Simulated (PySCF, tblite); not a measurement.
Isomers of [C7H11P2]- (charge -1), one GFN2-xTB conformer each. Single-point energies are computed at PBE0/pcSseg-1 (PySCF, gas phase, no added dispersion term), electronic only.

```json
{"SMILES": "CC(C)(C)c1pcc[p-]1", "GFN2-xTB relative energy (kJ/mol)": "1.0"}
{"SMILES": "CC(C)(C)c1c[p-]cp1", "GFN2-xTB relative energy (kJ/mol)": "0.0"}
```

Task: What does PBE0/pcSseg-1 give for the same structures?

Result: 
```json
{"SMILES": "CC(C)(C)c1c[p-]cp1", "PBE0/pcSseg-1 E (Eh)": "-955.46002", "PBE0/pcSseg-1 (kJ/mol)": "0.0", "GFN2-xTB (kJ/mol)": "0.0", "point group": "Cs"}
{"SMILES": "CC(C)(C)c1pcc[p-]1", "PBE0/pcSseg-1 E (Eh)": "-955.45872", "PBE0/pcSseg-1 (kJ/mol)": "3.4", "GFN2-xTB (kJ/mol)": "1.0", "point group": "Cs"}
```

Both levels put the same isomer lowest. Neighbours under 21 kJ/mol apart (CC(C)(C)c1c[p-]cp1 and CC(C)(C)c1pcc[p-]1) can change places with a better method, another conformer or zero-point energy.

Task: What happens when harmonic zero-point energies from GFN2-xTB frequencies are added?

Result: 
```json
{"SMILES": "CC(C)(C)c1c[p-]cp1", "ZPE (kJ/mol)": "419.0", "electronic (kJ/mol)": "0.0", "with ZPE (kJ/mol)": "0.0"}
{"SMILES": "CC(C)(C)c1pcc[p-]1", "ZPE (kJ/mol)": "417.9", "electronic (kJ/mol)": "3.4", "with ZPE (kJ/mol)": "2.2"}
```

The zero-point energies span 1.1 kJ/mol. The order is unchanged.

Task: As an exercise, what shares would exp(−E/RT) give at 500 K from these electronic energies alone (no entropy, no degeneracies)?

Result: RT = 4.157 kJ/mol: CC(C)(C)c1c[p-]cp1 69.4 %, CC(C)(C)c1pcc[p-]1 30.6 %.
